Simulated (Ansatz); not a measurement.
Reaction (isomerisation): `[NH2][GeH]([OH])[CH2]F` → `N[C](O)(F)[GeH3]`

Computed with Ansatz on PBE0-D4/def2-TZVP structures; ΔE is electronic, products minus reactants. CBS: MP2 limit from def2 TZ/QZ plus the TZ coupled-cluster correction, frozen cores. For Ge outer-core shells are correlated without core-valence functions, which leaves a few kJ/mol of doubt a bond. Scalar relativity is left out up to krypton. Each species was taken in one conformer, which may not be the lowest.

```tsv
level	ΔE (kJ/mol)
SCS-MP2/def2-TZVPP	138.9
CCSD/CBS(def2)	133.0
```

Q: What does CCSD(T)/CBS give? (Estimate.)

A: Computed: +130.9 kJ/mol. The listed levels differ from it by 8.0, 2.1 kJ/mol.

Largest T1 diagnostic among the species: 0.012.

From PBE to PBE0 (25 % exact exchange), in def2-TZVPP and without D4, ΔE moves by +4.4 kJ/mol.
